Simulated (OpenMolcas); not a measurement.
## V2+: ligand-field states by method

V2+ with its 8 nearest fluoride ions at 2.328 Å, on the Sr site of SrF2 (a = 5.796 Å, distance in the model lattice 2.510 Å). The rest of the host is ab initio model potentials to 7.6 Å and point charges beyond; the distance is set by hand and nothing relaxes. Ligand basis ANO-RCC-VDZP.

```
Program             : OpenMolcas
Basis               : ANO-RCC-VTZP [6s5p3d2f1g]
Scalar Hamiltonian  : DKH2, point nucleus
Active space        : 3 electrons in 5 orbitals (3d)
State averaging     : 2S+1 = 4 even, 10 roots; 2S+1 = 2 even, 40 roots
Spin-orbit coupling : state interaction with AMFI integrals over the reference wave functions
```

I. CASSCF
II. SS-CASPT2, IPEA 0.25 Eh, imaginary shift 0.1 Eh (closed shells correlated: 3s 3p and the ligand valence shells)
III. SS-CASPT2, IPEA 0.25 Eh, real shift 0.3 Eh (closed shells correlated: 3s 3p and the ligand valence shells)

Spin-free states (labels of O, the rotations of Oh) in cm-1, each column counted from its own energy of the first state listed:

```csv
State,Degeneracy,I,II,III
4T1,3,0,0,0
4T2,3,4057,4020,4020
4A2,1,9018,10290,10250
2E,2,12136,9400,9430
2T2,3,15468,11800,11870
2T1,3,15838,12400,12470
4T1,3,17787,14720,14740
2A1,1,19016,15570,15630
2T1,3,19927,15160,15260
2T2,3,21685,17820,17880
2T1,3,22582,19350,19390
2E,2,24324,20840,20890
2T2,3,26473,22130,22190
2E,2,26571,23020,23060
2T1,3,26619,23940,23960
2T2,3,36243,29370,29450
2T1,3,36875,30570,30640
2A2,1,37870,31370,31440
2T2,3,56136,46060,46220
2E,2,56812,47030,47140
```

From I to II, I's first state of the same spin (4T2) moves from 4057 to 4020 cm-1, by about -40 cm-1.

From I to II, I's first state of another spin (2E) moves from 12136 to 9400 cm-1, by about -2700 cm-1.

I: A least-squares ligand-field fit to the states below 45000 cm-1, each weighted by its degeneracy and with a free common offset, gives 10Dq = -5122 cm-1 (negative for this site), B = 947 cm-1 and C = 3580 cm-1 (C/B = 3.78), with an rms deviation of 167 cm-1. The same method and metal basis give the free ion B = 959 cm-1 (fit to its terms below 60000 cm-1, rms deviation 74 cm-1), so the nephelauxetic ratio is β = 947 / 959 = 0.99; it hangs on how both fits weigh the states, and computed free-ion B values tend to be too large, so β mixes covalency with correlation.

χT at 300 K: I 1.65, II 1.65, III 1.65 cm3 K/mol.

Roots that are degenerate in the reference are averaged as groups; the widest CASPT2 spread within a group is 470 cm-1 (the 3-fold group of multiplicity 4 near 4020 cm-1 above the lowest state of its run, II). Shifts and gaps below about the spread of the groups concerned are not significant. Over all roots computed the reference weight is 0.68 to 0.69 in II, 0.72 in III; a low but even weight reflects the number of correlated electrons. An orbital triplet at a regular site is open to Jahn-Teller coupling, which can distort the site and quench the lowest spin-orbit gaps and is left out. Ligand-to-metal charge-transfer states are missing. With no ligand orbital active B as a rule stays too high, so bands that hang on it stand too high and its fall with covalency is understated. Without dynamic correlation the repulsion within the d shell is too large (B by tens of per cent), so at a given field states of lower spin stand too high (holds for I). With metal d orbitals alone and no dynamic correlation 10Dq can be off by a tenth to a fifth, either way, in oxide and fluoride hosts (holds for I). These CASPT2 states fit no ligand-field parameters well, so their order and spin gaps are uncertain (holds for II; III). With one d shell and no ligand orbital active, 10Dq can be off by tens of per cent for divalent 3d ions, low with halides held by bare charges and at times high in hosts (holds for II; III). Free-ion shares, where given, are those of the reference states; single-state CASPT2 does not remix them (holds for II; III). No measured value stands beside these numbers; the geometry was set by hand and not optimised.
